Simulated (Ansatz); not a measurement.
Program: Ansatz. Geometries: PBE0-D4/def2-TZVP. ΔE: electronic, gas phase. CBS: MP2 limit from def2 TZ/QZ plus the TZ coupled-cluster correction, frozen cores. Functionals use def2-TZVPP. B3LYP here is the variant with VWN-RPA as its local correlation; programs differ in this. For Ge outer-core shells are correlated without core-valence functions, which leaves a few kJ/mol of doubt a bond. Scalar relativity is left out up to krypton. Each species was taken in one conformer, which may not be the lowest.

Reaction (ligand exchange at a Ge–C bond): `[SiH3]C[CH2][GeH3]` + `OCS` → `OC[S][GeH3]` + `CC[SiH3]`

```json
{"level": "r2SCAN-D4", "ΔE (kJ/mol)": "-74.9", "difference from CCSD(T)/CBS": "-9.3"}
{"level": "PBE0-D4", "ΔE (kJ/mol)": "-72.6", "difference from CCSD(T)/CBS": "-7.0"}
{"level": "B3LYP-D4", "ΔE (kJ/mol)": "-72.1", "difference from CCSD(T)/CBS": "-6.5"}
{"level": "ωB97M-V", "ΔE (kJ/mol)": "-68.5", "difference from CCSD(T)/CBS": "-2.9"}
{"level": "r2SCAN", "ΔE (kJ/mol)": "-75.1", "difference from CCSD(T)/CBS": "-9.5"}
{"level": "PBE0", "ΔE (kJ/mol)": "-72.6", "difference from CCSD(T)/CBS": "-7.0"}
{"level": "B3LYP", "ΔE (kJ/mol)": "-71.8", "difference from CCSD(T)/CBS": "-6.2"}
{"level": "HF/def2-TZVPP", "ΔE (kJ/mol)": "-71.9", "difference from CCSD(T)/CBS": "-6.3"}
{"level": "SCS-MP2/def2-TZVPP", "ΔE (kJ/mol)": "-65.8", "difference from CCSD(T)/CBS": "-0.2"}
{"level": "CCSD/CBS(def2)", "ΔE (kJ/mol)": "-64.5", "difference from CCSD(T)/CBS": "1.1"}
{"level": "CCSD(T)/CBS", "ΔE (kJ/mol)": "-65.6", "difference from CCSD(T)/CBS": "0"}
```

Largest T1 diagnostic among the species: 0.012.

In def2-TZVPP, CCSD(T) changes the Hartree–Fock value by +7.1 kJ/mol (the triples alone add −1.1 kJ/mol) and MP2 by +5.5 kJ/mol.
